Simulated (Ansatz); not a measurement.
Mulliken charges of BrI (`BrI`) from r2SCAN/def2-TZVPP in Ansatz (PBE0-D4/def2-TZVP geometry).

```
atom  x (Å)  y (Å)   z (Å)  charge (e)
 Br1  0.000  0.000  -0.003      -0.118
  I2  0.000  0.000   2.461       0.118
```

By hand: the dipole of these point charges (1 e Å = 4.8032 D).

Σ q r = (0.000, 0.000, 0.291) e Å, of length 0.291 e Å = 1.40 D.

How does the dipole of the full density compare? (Estimate.)

Ansatz gave: (0.000, 0.000, 0.143) e Å, 0.69 D; the point charges give 2.03 times that, at 0° from its direction.

Point charges leave out the atoms' own dipoles, such as those of lone pairs, and Mulliken's split depends on the basis, so the two needn't agree.
